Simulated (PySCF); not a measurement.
## How methods differ on the electron affinity of V

V⁻ [Ar] 3d4 4s2 (5D) → V [Ar] 3d3 4s2 (4F), as a difference of total energies. Computed with PySCF 2.14 in dyall-av2z, with the non-relativistic Hamiltonian (point nucleus). Correlated levels: valence: [Ar] frozen; virtual orbitals above 40 to 60 times the deepest correlated orbital energy dropped. The calculations carry no spin-orbit coupling.

```tsv
method	electron affinity (eV)
UHF	-0.428
MP2 (valence)	-0.051
SCS-MP2 (valence)	-0.716
CCSD (valence)	0.188
CCSD(T) (valence)	0.290
```

A first-order spin-orbit estimate (lowest level to lowest level, LS coupling) adds -0.015 eV.

These non-relativistic numbers lack the scalar-relativistic shift.

Errors of the correlated levels include the incompleteness of this basis and the frozen core.

A negative affinity means that the anion lies above the atom at that level of theory.

The coupled-cluster amplitudes are large for V⁻ (T1 above 0.03 or a double amplitude above 0.15), so a single reference is strained.

For comparison: 0.528 eV (measured; photodetachment measurements, as compiled on the Wikipedia data page of electron affinities).
